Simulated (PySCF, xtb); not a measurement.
B(F)(vinyl)(NH2) (C₂H₅BFN), SMILES C=CB(F)N.

xtb with GFN2-xTB at its own geometry gives an orbital gap of 4.52 eV and a dipole moment of 2.75 D.

The structure is a stationary point at B3LYP-D3(BJ)/def2-SVP. The structure was generated by enumeration, and PubChem lists no compound with its InChIKey, so it may never have been made. One conformer was computed; it need not be the lowest.

### Question
What does HF/def2-TZVP in PySCF give? (An estimate is asked for; the answer gives what the named calculation found.)

### Answer
gap 13.18 eV (levels -10.25 and 2.93 eV), dipole 2.38 D.
